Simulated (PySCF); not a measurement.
Electric field gradients and quadrupole coupling constants

C₅H₈ClNSi.
Geometry (GFN2-xTB, Å), atoms numbered from 1 in this order:
```xyz
16
C5H8ClNSi angstrom
C     -2.4205   -0.6253   -0.2690
C     -1.2654   -0.3185    0.3225
C     -1.1871   -0.2582    1.7281
N     -1.0736   -0.1984    2.8684
Si     0.3681    0.0655   -0.5925
C      0.8784    1.8568   -0.2098
C      1.6841   -1.1928   -0.0453
Cl    -0.0024   -0.1349   -2.5857
H     -2.4977   -0.6773   -1.3422
H     -3.3173   -0.8336    0.2946
H      0.1317    2.5676   -0.5541
H      1.8179    2.1092   -0.6932
H      1.0061    2.0050    0.8584
H      2.6435   -0.9861   -0.5110
H      1.4022   -2.2081   -0.3117
H      1.8244   -1.1618    1.0312
```

Field gradients from the PBE0/pcSseg-1 density (PySCF, non-relativistic), principal values in atomic units, ordered |Vxx| ≤ |Vyy| ≤ |Vzz|:

```
atom      Vxx      Vyy      Vzz
  N4   0.4685   0.4901  -0.9586
 Cl8  -0.9528  -1.1001   2.0530
```

Question: Find the asymmetry η = (Vxx − Vyy)/Vzz and the couplings χ = eQV/h (234.96 MHz × Q in barn × V in au), with Q(14N) = 0.02044 b, Q(35Cl) = −0.0817 b.

Answer: 
```tsv
atom	environment	nucleus	η	χzz (MHz)	χxx (MHz)	χyy (MHz)
N4	nitrile nitrogen	14N	0.02	-4.604	2.250	2.354
Cl8	silicon-bound chlorine	35Cl	0.07	-39.41	18.29	21.12
```

The gradient is axial or nearly so (η below 0.05) at N4. 

Question: What is Vzz at N4 in SI units (1 au = 9.71736 × 10²¹ V/m²)?

Answer: -0.9586 au = -9.315 × 10²¹ V/m².

Question: And the gradient at the other heavy atoms, for which no coupling is worked out here?

Answer: 
```csv
atom,environment,Vzz (au),η
C1,terminal =CH2 carbon,0.446,0.11
C2,fully substituted alkene carbon,-0.276,0.67
C3,nitrile carbon,-0.402,0.07
Si5,chlorine-bound silicon,0.658,0.53
```

Were the hydrogens deuterons (Q(2H) = 0.00286 b), χzz would run from 216 kHz (H15, H11, H16 and H13) to 220 kHz (H9).

Isolated species at its GFN2-xTB geometry (one conformer only). GFN2-xTB bond lengths can be off by several hundredths of an ångström, more for odd bonds, and the gradients follow them. With a basis this small, the couplings can be 20 % off.
